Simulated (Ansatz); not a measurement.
Problem. Name a neutral molecule of B, N, Zn and H with LUMO energy (PBE0/def2-TZVPP) between -2.30 and -2.00 eV and HOMO–LUMO gap (ωB97M-V/def2-TZVPP) between 8.50 and 8.80 eV (Ansatz, PBE0-D4/def2-TZVP geometry).

Solution. `[BH2][Zn][NH2]` (-2.29 eV, 8.52 eV). Other molecules can fit too; these were computed, each in one conformer that needn't be the lowest.
